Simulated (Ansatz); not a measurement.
# Ligand exchange: Ge(CH3)(NH2)3 + Zr(NH2)4 → Ge(NH2)4 + Zr(CH3)(NH2)3

Species: Ge(CH3)(NH2)3, singlet; Zr(NH2)4, singlet; Ge(NH2)4, singlet; Zr(CH3)(NH2)3, singlet. The partners trade CH3 for NH2: Ge–CH3 and Zr–NH2 bonds give way to Ge–NH2 and Zr–CH3.

Shapes, held fixed at every level: PBE0-D4/def2-TZVP. Flexible molecules stand in one conformer, not always the lowest. Programs: Ansatz 0.2.0. Electronic energies: no zero-point or thermal term.

| level | kind | ΔE (kJ/mol) | less CCSD(T)/def2-TZVPP |
| --- | --- | --- | --- |
| HF/def2-TZVPP | Hartree–Fock | +70.3 | -4.8 |
| r2SCAN-D4/def2-TZVPP | meta-GGA | +74.6 | -0.5 |
| B3LYP-D4/def2-TZVPP | global hybrid | +77.0 | +1.9 |
| PBE0-D4/def2-TZVPP | global hybrid | +75.0 | -0.1 |
| wB97X-V/def2-TZVPP | range-separated hybrid | +75.1 | 0.0 |
| B2PLYP/def2-TZVPP | double hybrid | +76.7 | +1.6 |
| CCSD/def2-TZVPP | coupled cluster or CI | +74.4 | -0.7 |
| CCSD(T)/def2-TZVPP | coupled cluster or CI | +75.1 | 0.0 |

The highest level, CCSD(T)/def2-TZVPP, gives ΔE = +75.1 kJ/mol; the levels span +70.3 to +77.0. The column of differences is taken from that level and isn't an error. No measured value is set beside it here. For atoms past krypton def2 sets carry core potentials with scalar relativity. Relativity is left out for Ge. Outer-core shells of Ge, Zr are correlated, in sets that cover them unevenly.
